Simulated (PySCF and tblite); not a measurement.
Values are calculated unless marked as measured or tabulated.
System: C₇H₆F (charge +1), numbered as in [CH:1]#[C:2][C+:3]([CH:4]=[CH2:5])[C:6](=[CH2:7])[F:8].

The path came from a restrained scan, a climbing-image band and a saddle search at GFN2-xTB; energies are PBE0/pcSseg-1 + D3(BJ)//GFN2-xTB, thermal terms GFN2-xTB. Rate constants are transition-state-theory values, counting equivalent paths, without tunnelling. (PySCF 2.14 with density fitting, tblite 0.8.)

The ion is treated without a counter-ion.

Question: How high is the barrier to the rotation about the C4–C3 bond (torsion C5–C4–C3–C2 from 0° to 180°, rising), through which structure does it pass, and what rate follows at 298 K?

Answer: The electronic barrier is 17.1 kcal/mol and ΔG‡(298 K) 16.1 kcal/mol, over a C1 saddle with an imaginary mode of 311i cm⁻¹ (GFN2-xTB). With 2 equivalent paths, k is 19 s⁻¹, a mean lifetime of the start of 54 ms against this motion. The end lies 2.1 kcal/mol above the start in free energy.
